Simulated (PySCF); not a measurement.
**Potential energy of RbBi along the bond**

Set-up: PySCF, scalar-relativistic core potentials, basis sets Rb def2-SVP with ECP28, Bi def2-SVP with ECP60. Energies in eV from Rb + Bi in their ground configurations at the same level. State: ³Σ⁻ (triplet), unpaired electrons π ↑↑.

All columns are PBE0. A positive dipole means Rb(−)Bi(+).

```csv
R (Å),E (eV),μ (D),Mulliken charge on Rb (basis-dependent),HOMO (eV),LUMO (eV),Mayer bond order,⟨S²⟩
3.069,-0.624,-7.94,0.49,-3.57,-1.69,0.85,2.02
3.212,-0.840,-8.29,0.49,-3.56,-1.59,0.85,2.03
3.355,-0.956,-8.59,0.48,-3.54,-1.51,0.85,2.03
3.462,-0.995,-8.79,0.47,-3.52,-1.46,0.85,2.04
3.569,-1.005,-8.95,0.47,-3.49,-1.42,0.85,2.04
3.676,-0.993,-9.09,0.46,-3.46,-1.46,0.85,2.05
3.819,-0.952,-9.21,0.44,-3.42,-1.51,0.85,2.07
3.997,-0.876,-9.26,0.41,-3.37,-1.58,0.83,2.11
4.211,-0.770,-9.15,0.38,-3.31,-1.65,0.80,2.18
4.497,-0.627,-8.75,0.33,-3.26,-1.72,0.74,2.29
```

A fit through these points gives, at Re = 3.557 Å, μ = -8.93 D and dμ/dR = -1.46 D/Å; the reduced mass is 60.38 u.

Task: How strong is the fundamental in the double-harmonic approximation, I = 42.26·(dμ/dR)²/μred km/mol?

Result: I = 42.26·(-1.46)²/60.38 = 1.49 km/mol at PBE0.

⟨S²⟩ of the unrestricted solution departs from its pure value on part of the curve, where spin states mix. Spin–orbit coupling is left out, which matters for elements this heavy, above all for dissociation energies. The state was picked by a PBE0 search and need not be the measured ground state.
